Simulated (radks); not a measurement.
Results of a calculation; reference values are marked as such.
Task: Species: Ir. Configuration: [Xe] 4f13 5d6 6s2 6p2 (not the ground configuration). Code: a radial shooting solver on a logarithmic mesh with Libxc functionals. Model: Dirac Kohn-Sham, PBEsol, spin-unpolarised, spherical densities, finite nucleus; open shells fill j = l - 1/2 first; Fermi nuclear charge, rms radius 5.4032 fm. Some entries of the table are withheld. Estimate them.

orbital,occ.,eigenvalue (eV),r(max) (bohr)
1s1/2,2,-75975.49,0.01082
2s1/2,2,-13299.61,0.06253
2p1/2,2,-12745.40,(1)
2p3/2,4,-11119.04,(2)
3s1/2,2,-3128.139,0.1760
3p1/2,2,(3),(4)
3p3/2,4,(5),(6)
3d3/2,4,-2104.850,0.1397
3d5/2,6,-2027.906,0.1438
4s1/2,2,-683.0673,0.3975
4p1/2,2,-577.7166,0.3961
4p3/2,4,-492.8554,0.4263
4d3/2,4,-319.6737,0.4202
4d5/2,6,-303.8398,0.4296
5s1/2,2,-110.3230,0.8825
4f5/2,6,-83.2541,0.3896
4f7/2,7,-80.0224,0.3941
5p1/2,2,-76.3476,0.9336
5p3/2,4,-61.7735,1.011
5d3/2,4,-15.7865,1.216
5d5/2,2,-14.2202,1.250
6s1/2,2,-9.8416,2.225
6p1/2,2,-3.8163,2.722
6p3/2,0,-2.7589,3.048

Result: 
(1) 2p1/2 r(max) (bohr): 0.04621
(2) 2p3/2 r(max) (bohr): 0.05337
(3) 3p1/2 eigenvalue (eV): -2878.885
(4) 3p1/2 r(max) (bohr): 0.1644
(5) 3p3/2 eigenvalue (eV): -2522.862
(6) 3p3/2 r(max) (bohr): 0.1790
